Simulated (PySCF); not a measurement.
**Energy of Zr(2+) (zirconium, charge +2) between two integer charges**

The 4d alpha orbital of [Kr] 4d2 is emptied in steps (occupation f), with all orbitals relaxed, ending at [Kr] 4d1. Calculation: PySCF 2.14, in def2-SVP with the def2 core potential (28 electrons) (5s3p2d1f, 31 functions); a scalar-relativistic core potential. The exact energy is a straight line in f; departures are measured from the line between the end points of the same method.

Q: Among PBE0, r2SCAN, LC-wPBE, which shows the largest delocalisation error (convex curve), and which is closest to linear?

A: Most convex: r2SCAN (-1.249 eV at f = 0.5); closest to linear: LC-wPBE (-0.252 eV).

| f | PBE0 (eV) | r2SCAN (eV) | LC-wPBE (eV) |
| --- | --- | --- | --- |
| 1 | 0.000 | 0.000 | 0.000 |
| 0.9 | -0.346 | -0.450 | -0.092 |
| 0.7 | -0.809 | -1.051 | -0.213 |
| 0.5 | -0.963 | -1.249 | -0.252 |
| 0.3 | -0.809 | -1.045 | -0.209 |
| 0.1 | -0.346 | -0.444 | -0.089 |
| 0 | 0.000 | 0.000 | 0.000 |

```json
{"method": "PBE0", "E(f=0) − E(f=1) (eV)": "23.413", "−ε at f=1 (eV)": "19.575", "−ε at f=0.5 (eV)": "23.412"}
{"method": "r2SCAN", "E(f=0) − E(f=1) (eV)": "23.409", "−ε at f=1 (eV)": "18.415", "−ε at f=0.5 (eV)": "23.427"}
{"method": "LC-wPBE", "E(f=0) − E(f=1) (eV)": "23.338", "−ε at f=1 (eV)": "22.320", "−ε at f=0.5 (eV)": "23.348"}
```

Reference removal energy between the ground levels: 23.170 eV (semi-empirical (NIST evaluation); NIST Atomic Spectra Database, ionization energies). The calculation has no spin-orbit coupling.
